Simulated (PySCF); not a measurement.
# How methods differ on the ionisation energy of Hg⁶²⁺

Hg⁶²⁺ [Ar] (1S) → Hg⁶³⁺ [Ne] 3s2 3p5 (2P), as a difference of total energies. All numbers are calculated (PySCF 2.14, scalar relativity by spin-free X2C-1e, in an even-tempered Gaussian basis (17 s from 18 bohr⁻², ratio 2.5; 12 p from 23 bohr⁻², ratio 2.5; 4 d from 95 bohr⁻², ratio 2.7; 4 f from 140 bohr⁻², ratio 2.7)). Correlated levels: outer shells: 1s2 frozen; virtual orbitals above 40 to 60 times the deepest correlated orbital energy dropped. The calculations carry no spin-orbit coupling.

```
                method  ionisation energy (eV)
                   UHF                  7093.2
                   LDA                  7093.2
                   PBE                  7094.3
                  PBE0                  7094.6
                r2SCAN                  7095.9
                 TPSSh                  7094.7
                  BP86                  7095.4
    MP2 (outer shells)                  7094.4
SCS-MP2 (outer shells)                  7094.2
```

A first-order spin-orbit estimate (lowest level to lowest level, LS coupling) adds -154.6 eV.

Breit and QED terms and the two-electron picture change are absent.

For comparison: 6933 ± 15 eV (theoretical estimate listed by NIST; NIST Atomic Spectra Database, ionization energies).
